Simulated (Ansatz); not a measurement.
Geometry optimisation, RKS PBE0/def2-SVP in Ansatz.

input.yaml

```yaml
crystal:
  periodic: [false, false, false]
  atoms:
    - { symbol: Zr, position_ang: [0.0, 0.0, 0.0] }
    - { symbol: F, position_ang: [0.0, 0.0, 1.98] }
    - { symbol: "N", position_ang: [2.084, 0.0, -0.7359] }
    - { symbol: H, position_ang: [2.5823, -0.918, -0.9166] }
    - { symbol: H, position_ang: [2.5853, 0.918, -0.9082] }
    - { symbol: Cl, position_ang: [-1.1869, 2.0563, -0.8392] }
    - { symbol: "N", position_ang: [-1.0409, -1.8034, -0.7359] }
    - { symbol: H, position_ang: [-1.5759, -2.4197, -0.0595] }
    - { symbol: H, position_ang: [-1.0055, -2.0526, -1.7656] }
basis:
  gaussian: { orbitals: def2-SVP }
hamiltonian:
  xc: pbe0
relax:
  f_tol: 0.02
  max_steps: 40
```

Command:

```bash
$ ansatz run input.yaml --threads 4 --pin off --max-ram 5120MiB --backend cpu --events-out ev --progress --plain --runs-dir out
```

Problem. Where does it end, and by what steps?

Solution. The forces met the threshold. After 9 steps the energy has fallen by 1.247 eV; H5 moved furthest, 0.57 Å.

| step | energy less start (eV) | largest force component (eV/Å) | accepted |
| --- | --- | --- | --- |
| 0 | 0.0000 | 2.272 | yes |
| 1 | -1.1055 | 1.078 | yes |
| 2 | -1.1973 | 0.698 | yes |
| 3 | -1.2196 | 0.417 | yes |
| 4 | -1.2267 | 0.181 | yes |
| 5 | -1.2397 | 0.104 | yes |
| 6 | -1.2455 | 0.069 | yes |
| 7 | -1.2463 | 0.111 | yes |
| 8 | -1.2467 | 0.069 | yes |
| 9 | -1.2474 | 0.009 | yes |

```xyz
9
Properties=species:S:1:pos:R:3
Zr -0.021 0.010 -0.042
F -0.025 0.101 1.867
N 1.893 -0.058 -0.676
H 2.331 -0.750 -1.279
H 2.597 0.633 -0.419
Cl -1.082 1.897 -1.039
N -0.881 -1.696 -0.679
H -1.109 -2.506 -0.104
H -1.261 -1.850 -1.612
```

Whether the end is a true minimum wasn't checked by a vibrational analysis.

The run took 21 s on 4 threads of Arm Neoverse V2 (shared host), peak memory 0.26 GiB.
